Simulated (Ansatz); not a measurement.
Ligand-field states of trans-[VF2(H2O)4]+ (VO₄F₂H₈⁺) at its PBE-D4/def2-SVP geometry (relaxed as a triplet).

```xyz
15

V     0.0001    0.0000   -0.0002
F     0.5695   -0.9234   -1.4409
F    -0.5695    0.9224    1.4413
O     1.2317   -1.1714    1.2422
H     1.5285   -0.7177    2.0571
H     2.0357   -1.5198    0.8064
O    -1.2341    1.1754   -1.2362
H    -2.0306    1.5287   -0.7905
H    -1.5437    0.7248   -2.0479
O    -1.6065   -1.3370    0.2171
H    -1.9587   -1.4433    1.1240
H    -1.4616   -2.2387   -0.1349
O     1.6089    1.3332   -0.2236
H     1.4683    2.2397    0.1176
H     1.9620    1.4270   -1.1316
```

CASSCF(2,5) on the V 3d shell in def2-SVP, averaged with equal weights over 10 triplets and 15 singlets, then SC-NEVPT2; Ansatz, no spin–orbit coupling. The space holds no ligand orbitals and no second d shell, so covalent complexes are described poorly.

(1) Estimate the states' energies above the lowest.

## Answers

(1) 
| state | CASSCF (eV) | NEVPT2 (eV) |
| --- | --- | --- |
| triplet 1 | 0.00 | 0.00 |
| triplet 2 | 0.01 | 0.01 |
| triplet 3 | 0.49 | 0.61 |
| triplet 4 | 1.45 | 1.59 |
| triplet 5 | 1.46 | 1.60 |
| triplet 6 | 2.25 | 2.48 |
| triplet 7 | 2.36 | 2.11 |
| triplet 8 | 3.68 | 4.05 |
| triplet 9 | 4.28 | 4.29 |
| triplet 10 | 4.31 | 4.32 |
| singlet 1 | 1.42 | 1.13 |
| singlet 2 | 1.69 | 1.50 |
| singlet 3 | 1.69 | 1.51 |
| singlet 4 | 2.37 | 2.27 |
| singlet 5 | 2.41 | 2.31 |
| singlet 6 | 2.93 | 2.78 |
| singlet 7 | 3.29 | 3.22 |
| singlet 8 | 3.29 | 3.23 |
| singlet 9 | 3.46 | 3.33 |
| singlet 10 | 4.17 | 4.16 |
| singlet 11 | 5.19 | 5.28 |
| singlet 12 | 5.20 | 5.29 |
| singlet 13 | 5.32 | 5.15 |
| singlet 14 | 5.56 | 5.69 |
| singlet 15 | 8.97 | 8.81 |
The lowest NEVPT2 state is a triplet. Run time 37 s (4 threads of Arm Neoverse V2 on a shared host), peak host memory 1 GiB.
